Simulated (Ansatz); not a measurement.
Single points on BMe2(OH) (C₂H₇BO).

```yaml
crystal:
  periodic: [false, false, false]
  atoms:
    - {symbol: B, position_ang: [-0.114737, -0.382583, 0.036282]}
    - {symbol: C, position_ang: [1.452075, -0.338501, -0.112805]}
    - {symbol: H, position_ang: [1.769018, 0.315728, -0.941121]}
    - {symbol: H, position_ang: [1.893839, -1.335358, -0.253389]}
    - {symbol: H, position_ang: [1.890855, 0.100271, 0.800933]}
    - {symbol: C, position_ang: [-0.989115, 0.935665, 0.016579]}
    - {symbol: H, position_ang: [-2.054495, 0.789094, 0.258847]}
    - {symbol: H, position_ang: [-0.935686, 1.394916, -0.986043]}
    - {symbol: H, position_ang: [-0.581234, 1.688825, 0.710716]}
    - {symbol: O, position_ang: [-0.687071, -1.608246, 0.184751]}
    - {symbol: H, position_ang: [-1.643459, -1.559821, 0.285251]}
basis:
  gaussian: {orbitals: def2-TZVP, initial_orbitals: start.molden}
magnetization: {spin_polarized: true, initial_magnetization: 2}
hamiltonian: {xc: r2scan, dispersion: d4}
scf: {omitted_lower_state_checks: [starts]}
output: {orbitals: {seedname: orbitals}}
```

The file start.molden holds the orbitals of an earlier run on this structure, at another level or in another basis.

```sh
$ ansatz run in.yaml --threads 4 --pin off --events-out ev --progress --plain --max-ram 3916MiB
```

Shortened log:

```
Functional definition: r2SCAN
988 factors; their error is unknown
mean field evaluation 1: about -4906.1435 eV, gradient 3.2e0 eV
mean field evaluation 2: about -4906.1805 eV, gradient 4.5e-2 eV
mean field evaluation 4: about -4906.1562 eV, gradient 7.5e-4 eV
mean field evaluation 8: about -4906.1562 eV, gradient 2.5e-5 eV
mean field -4906.15620381 eV, -180.2979149777 hartree, gradient 5.2e-5 eV, S^2 2.007175; 0 other end points of the search recorded, 0 dependent functions left out
reference -4906.15621928 eV, -180.2979155464 hartree; 17, 15 occupied and 149, 151 virtual orbitals, 988 factors
Total energy: -4906.19570008 eV, -180.2993664390 hartree
Checks for a lower state left out: starts
```

Run time 3.5 s (4 threads of Arm Neoverse V2 on a shared host).

First input, but with `hamiltonian: {xc: pbe, dispersion: d4}` (abridged; 1.9 s):

```
Functional definition: PBE
mean field -4902.60604982 eV, -180.1674492251 hartree, gradient 1.1e-5 eV, S^2 2.003174
Total energy: -4902.76257018 eV, -180.1732012422 hartree
Checks for a lower state left out: starts
```

First input, but with `gaussian: {orbitals: def2-TZVP}`, `hamiltonian: {xc: pbe0, dispersion: d4}` (abridged; 2.2 s):

```
Functional definition: PBE0
mean field evaluation 16: about -4902.9145 eV, gradient 3.5e-3 eV
mean field -4902.91447997 eV, -180.1787838241 hartree, gradient 4.0e-5 eV, S^2 2.005071
Total energy: -4903.04493977 eV, -180.1835781334 hartree
Checks for a lower state left out: starts
```

Geometry: PBE0-D4/def2-SVP, that of the neutral singlet.

At PBE0-D4/def2-TZVP a singlet of charge 0 lies 6.64 eV below the triplet at the same geometry.
